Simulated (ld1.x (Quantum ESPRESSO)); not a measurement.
# Reading a pseudo-wave (fluorine)

Columns: radius, all-electron u(r) and pseudo u(r) of the 2p shell (level -11.29 eV) of fluorine in the configuration [He] 2s2 2p5; LDA (PZ), scalar-relativistic, TM scheme, ld1.x (Quantum ESPRESSO) 7.5.

```csv
r (bohr),all-electron,pseudo
0.053,0.0477,0.0209
0.105,0.1503,0.0801
0.158,0.2754,0.1738
0.210,0.3987,0.2892
0.262,0.5126,0.4169
0.315,0.6139,0.5473
0.368,0.6984,0.6669
0.420,0.7652,0.7653
0.473,0.8178,0.8417
0.525,0.8556,0.8923
0.578,0.8818,0.9215
0.630,0.8971,0.9323
0.683,0.9037,0.9304
0.735,0.9030,0.9205
0.788,0.8961,0.9057
0.840,0.8847,0.8889
0.893,0.8691,0.8704
0.945,0.8509,0.8511
0.998,0.8300,0.8300
1.050,0.8079,0.8079
1.102,0.7845,0.7845
1.155,0.7599,0.7599
1.208,0.7348,0.7348
1.260,0.7100,0.7100
1.313,0.6847,0.6847
1.365,0.6600,0.6600
```

(1) How many radial nodes do the two functions have?

(2) At about which radius was the pseudo-wave matched?

(3) Is the pseudo-wave norm-conserving?

## Answers

(1) The all-electron 2p function has n − l − 1 = 0; the pseudo-wave has 0.

(2) 1.05 bohr. The columns agree to 0.0005 from 0.94 bohr on; several derivatives are matched, so the curves merge somewhat inside the radius.

(3) Yes: the TM scheme keeps the norm inside the radius equal to the all-electron one, which fixes the energy derivative of the logarithmic derivative at the level.
